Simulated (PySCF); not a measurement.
# SMILES N#C[C@@H]1OC[C@H]1F, C4H4FNO

Molfile (atoms numbered from 1):
```
C4H4FNO
     RDKit          3D

 11 11  0  0  0  0  0  0  0  0999 V2000
    2.7511   -0.3862    1.1424 N   0  0  0  0  0  0  0  0  0  0  0  0
    1.8055   -0.3565    0.4767 C   0  0  0  0  0  0  0  0  0  0  0  0
    0.5953   -0.3192   -0.3424 C   0  0  2  0  0  0  0  0  0  0  0  0
    0.2658    0.9843   -0.7987 O   0  0  0  0  0  0  0  0  0  0  0  0
   -1.0440    0.9185   -0.2274 C   0  0  0  0  0  0  0  0  0  0  0  0
   -0.7542   -0.4459    0.3935 C   0  0  1  0  0  0  0  0  0  0  0  0
   -1.5354   -1.4633   -0.0455 F   0  0  0  0  0  0  0  0  0  0  0  0
    0.6826   -1.0551   -1.1629 H   0  0  0  0  0  0  0  0  0  0  0  0
   -1.8387    0.8762   -0.9910 H   0  0  0  0  0  0  0  0  0  0  0  0
   -1.2375    1.7485    0.4705 H   0  0  0  0  0  0  0  0  0  0  0  0
   -0.6907   -0.4839    1.4912 H   0  0  0  0  0  0  0  0  0  0  0  0
  1  2  3  0
  2  3  1  0
  3  4  1  0
  4  5  1  0
  5  6  1  0
  6  7  1  0
  6  3  1  0
  3  8  1  6
  5  9  1  0
  5 10  1  0
  6 11  1  1
M  END
```

Computed with PySCF, TDDFT PBE0/6-31G circular dichroism and optical rotation, one conformer, gas phase. Geometry: PBE0-D3(BJ)/def2-SVP.

States above about 8.3 eV lie in this functional's continuum (it starts at minus the energy of the highest occupied orbital, well below the true ionisation energy for most functionals) and depend on the basis.

(1) Draw the ECD and absorption spectra from the lowest 8 states, each a Gaussian of half-width 0.25 eV at 1/e height.

Answers

(1) 
| E (eV) | λ (nm) | Δε (L mol⁻¹ cm⁻¹) | ε (L mol⁻¹ cm⁻¹) |
| --- | --- | --- | --- |
| 5.94 | 209 | +0.12 | 6.95 |
| 6.04 | 205 | +0.52 | 29.3 |
| 6.14 | 202 | +1.59 | 89.9 |
| 6.24 | 199 | +3.53 | 200 |
| 6.34 | 196 | +5.70 | 324 |
| 6.44 | 193 | +6.69 | 380 |
| 6.54 | 190 | +5.70 | 324 |
| 6.64 | 187 | +3.53 | 200 |
| 6.74 | 184 | +1.60 | 91.6 |
| 6.84 | 181 | +0.59 | 37.9 |
| 6.94 | 179 | +0.40 | 40.4 |
| 7.04 | 176 | +0.85 | 98.2 |
| 7.14 | 174 | +1.99 | 217 |
| 7.24 | 171 | +3.87 | 387 |
| 7.34 | 169 | +6.26 | 577 |
| 7.44 | 167 | +8.21 | 746 |
| 7.54 | 165 | +8.15 | 865 |
| 7.64 | 162 | +5.39 | 954 |
| 7.74 | 160 | +1.42 | 1050 |
| 7.84 | 158 | -0.97 | 1090 |
| 7.94 | 156 | -0.10 | 1030 |
| 8.04 | 154 | +3.37 | 918 |
| 8.14 | 152 | +7.37 | 867 |
| 8.24 | 151 | +10.17 | 922 |
| 8.34 | 149 | +11.27 | 1050 |
| 8.44 | 147 | +10.88 | 1180 |
| 8.54 | 145 | +9.02 | 1280 |
| 8.64 | 144 | +5.63 | 1330 |

Δε uses R in velocity form, ε uses f in length form. Only the states computed contribute, so the short-wavelength end is incomplete.
